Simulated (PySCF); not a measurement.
# Polarisability and C₆ of S (sulfur, neutral)

[Ne] 3s2 3p3 4s1, high-spin 5S determinant (an excited configuration). Calculation: PySCF 2.14, in aug-cc-pwCVQZ (10s9p7d5f3g, 134 functions); no relativity, point nucleus. Coupled (time-dependent) response in atomic units; α is the mean over directions.

| method | mean α (bohr³) | C₆ (like pair) | S(−4) |
| --- | --- | --- | --- |
| PW91 | 340.5 | 4227 | 159000 |

S(−4) is the Cauchy moment in α(ω) = α(0) + S(−4) ω² + …

α(iu) at PW91:

```json
{"u (hartree)": "0", "α(iu) (bohr³)": "340.5"}
{"u (hartree)": "0.0500", "α(iu) (bohr³)": "160.4"}
{"u (hartree)": "0.100", "α(iu) (bohr³)": "67.47"}
{"u (hartree)": "0.200", "α(iu) (bohr³)": "26.27"}
{"u (hartree)": "0.300", "α(iu) (bohr³)": "16.27"}
{"u (hartree)": "0.500", "α(iu) (bohr³)": "9.200"}
{"u (hartree)": "0.750", "α(iu) (bohr³)": "5.560"}
{"u (hartree)": "1.00", "α(iu) (bohr³)": "3.704"}
{"u (hartree)": "1.50", "α(iu) (bohr³)": "1.966"}
{"u (hartree)": "2.00", "α(iu) (bohr³)": "1.222"}
{"u (hartree)": "3.00", "α(iu) (bohr³)": "0.6193"}
{"u (hartree)": "5.00", "α(iu) (bohr³)": "0.2687"}
```

The outer electron is Rydberg-like, and this basis confines it to a smaller radius and binds it less than a complete one would.
